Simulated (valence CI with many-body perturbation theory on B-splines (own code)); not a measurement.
Results of a calculation; reference values are marked as such.
## A CI+MBPT run for Mo²⁸⁺

Level of theory: valence CI with perturbative core correlation (CI+MBPT): four valence electrons over a frozen Dirac-Fock core [Ne], a basis of 11 s, 11 p, 9 d, 7 f, 5 g, 2 h, 1 i functions for each j, with the one-electron correlation potential Σ1 (screened to all orders), the two-electron term Σ2, the three-electron term Σ3, Breit, model QED; selected single and double excitations, second order for the rest (own B-spline code, finite nucleus).

Command, and the settings that its task file holds:

```sh
python run_cv.py task.json out
```

```
atom Mo  Z=42  mass_number=98  rms_radius_fm=4.4091
core [Ne]
valence 3s2 3p2
avg = 1
basis = L
breit = 1
cap = 40000
capref = 1200
cscale = 1
de = 0.0
dress = 0
eps = 2e-08
h = 0.27
hh = 1
l2 = 3
lcore = 6
maxit = 60
n2 = 5
natural = 1
nlev = 60
nno = [7, 7, 6, 5, 4, 2, 1]
nroot = 26
nsp = [4, 4, 3, 2, 1, 0, 0]
pt2 = 1
qed = 1
rpa = 1
s1 = 1
s2 = 1
s3 = 1
screen = 1
tol = 2e-05
```

Problem. Roughly how long does this run take on one core of AMD EPYC 7R43 64-Core Processor (Zen 3), and how much memory?

Solution. 3.3 min on 1 thread of AMD EPYC 7R43 64-Core Processor (Zen 3), with other jobs on the host, peak memory 1.1 GiB.

Log. The first blocks belong to the next ion, which gives the ionisation energy. Fields: 2J, parity (1 odd), roots, reference size, generating configurations, candidates as configurations/state functions, variational space P, stored matrix elements, Davidson steps; e2 is the range of second-order energies in hartree. The first line gives the box (bohr), its intervals, the orbitals and the steps of their self-consistent field. Window is the range of levels sought, series limit the energy at which the first omitted orbital would enter, core excitation an estimate of the first excitation out of the core, left out the lowest levels not solved, and shifts from estimates the range by which levels moved from their first estimate, all in cm⁻¹.

```
rmax 4.0 intervals 59 orbitals 81 references ['3s2 3p2', '3s 3p3', '3s2 3p 3d', '3p4', '3s 3p2 3d'] scf 4 t 1.1
2J=1 par=1 roots 2 ref 37 generators 6 cand 5262/7988 P 2108/3077 nnz 1.5e+06 it 5
2J=1 par=1 roots 2 ref 37 generators 9 cand 3923/5960 P 2916/4365 nnz 2.8e+06 it 4
   second order: generators 15 cand 6020/9125 e2 -0.00002 -0.00001
reference levels 674, estimated 163, window 2004542 1/cm; series limit 9605333, core excitation 19131345
2J=0 par=0 roots 8 ref 39 generators 18 cand 15016/26355 P 5103/7999 nnz 4.6e+06 it 8
2J=0 par=0 roots 8 ref 39 generators 20 cand 11693/20895 P 10582/17904 nnz 1.9e+07 it 7
   second order: generators 29 cand 19049/41265 e2 -0.00005 -0.00000
2J=2 par=0 roots 12 ref 70 generators 18 cand 19167/76372 P 2420/7999 nnz 6.2e+06 it 9
2J=2 par=0 roots 12 ref 70 generators 21 cand 23171/104847 P 10118/39997 nnz 1.1e+08 it 9
   second order: generators 33 cand 34336/186868 e2 -0.00010 -0.00002
2J=4 par=0 roots 16 ref 99 generators 24 cand 20982/110821 P 2336/8000 nnz 6.3e+06 it 10
2J=4 par=0 roots 16 ref 99 generators 27 cand 22345/121509 P 9091/39998 nnz 1e+08 it 9
   second order: generators 36 cand 25640/187443 e2 -0.00067 -0.00011
2J=4 par=1 roots 9 ref 83 generators 19 cand 20926/110535 P 2312/7998 nnz 6.5e+06 it 8
2J=4 par=1 roots 9 ref 83 generators 25 cand 23674/136496 P 9249/39991 nnz 1.1e+08 it 8
   second order: generators 34 cand 23899/163468 e2 -0.00044 -0.00004
2J=2 par=1 roots 8 ref 72 generators 20 cand 19164/76722 P 2836/7999 nnz 6e+06 it 9
2J=2 par=1 roots 8 ref 72 generators 26 cand 24331/110734 P 10337/36665 nnz 8.3e+07 it 9
   second order: generators 39 cand 27764/153220 e2 -0.00017 -0.00002
2J=6 par=1 roots 5 ref 67 generators 17 cand 21146/123214 P 2385/7998 nnz 6.1e+06 it 7
2J=6 par=1 roots 5 ref 67 generators 23 cand 23902/155758 P 8905/40000 nnz 1.1e+08 it 9
   second order: generators 30 cand 24602/198995 e2 -0.00050 -0.00008
2J=0 par=1 roots 3 ref 28 generators 13 cand 15043/25998 P 4964/8000 nnz 4.9e+06 it 5
2J=0 par=1 roots 3 ref 28 generators 15 cand 11661/20526 P 8257/13927 nnz 1.2e+07 it 5
   second order: generators 22 cand 18848/39718 e2 -0.00007 -0.00001
2J=8 par=1 roots 2 ref 41 generators 11 cand 20109/116690 P 1954/7995 nnz 7.3e+06 it 6
2J=8 par=1 roots 2 ref 41 generators 17 cand 23222/150846 P 6839/31938 nnz 8.1e+07 it 9
   second order: generators 20 cand 25444/201709 e2 -0.00027 -0.00007
2J=6 par=0 roots 10 ref 71 generators 15 cand 21176/122936 P 1889/7996 nnz 6.9e+06 it 8
2J=6 par=0 roots 10 ref 71 generators 18 cand 27208/188116 P 7533/39817 nnz 1.2e+08 it 9
   second order: generators 30 cand 36882/334219 e2 -0.00045 -0.00016
2J=8 par=0 roots 7 ref 51 generators 12 cand 18630/111953 P 2152/7996 nnz 7.1e+06 it 8
2J=8 par=0 roots 7 ref 51 generators 17 cand 18763/111427 P 7909/39186 nnz 1.1e+08 it 9
   second order: generators 30 cand 27388/235877 e2 -0.00028 -0.00012
2J=10 par=0 roots 2 ref 19 generators 5 cand 13957/86668 P 1981/8000 nnz 9.4e+06 it 4
2J=10 par=0 roots 2 ref 19 generators 10 cand 18820/118335 P 4918/23623 nnz 6.2e+07 it 5
   second order: generators 13 cand 20260/155099 e2 -0.00010 -0.00008
left out: unestimated 2907163, estimated 2195354, shifts from estimates -9 to 205
operators 1.0
```

The Davidson iterations converged.

The last digits are not significant, and no measured levels were compared; by estimate large intervals hold to a few tenths of a per cent, small ones and those within an open d or f shell to about a per cent.

```yaml
Valence_energy: -244.6057 hartree
Ionisation_energy: "1535.6 eV (NIST: 1537 ± 3 eV (semi-empirical))"
Reference_configurations_for_the_orbitals: 3s2 3p2, 3s 3p3, 3s2 3p 3d, 3p4, 3s 3p2 3d
Radial_orbitals: 81
Box_radius: 3.952 bohr
Largest_variational_space: 40000
Lowest_levels: (3s^2 3p1/2^2) J=0 0.00, (3s^2 3p1/2 3p3/2) J=1 20.05, (3s^2 3p1/2 3p3/2) J=2 24.43, (3s^2 3p3/2^2) J=2 47.79, (3s^2 3p3/2^2) J=0 58.16, (3s 3p1/2^2 3p3/2) J=2 86.61, (3s 3p1/2^2 3p3/2) J=1 101.65, (3s 3p1/2 3p3/2^2) J=2 107.78, (3s 3p1/2 3p3/2^2) J=3 114.26, (3s^2 3p1/2 3d3/2) J=2 [a] 121.48, (3s 3p1/2 3p3/2^2) J=0 123.91, (3s 3p1/2 3p3/2^2) J=1 [a] 126.31, (3s^2 3p1/2 3d3/2) J=2 [b] 132.45, (3s 3p1/2 3p3/2^2) J=1 [b] 138.52 eV
```

Levels are named by their leading jj configuration (3d3/2^4 stands for four electrons in 3d with j = 3/2), which in mixed levels can hold well under half, so a name can repeat and another be missing. Letters in brackets count levels of one name in rising energy.
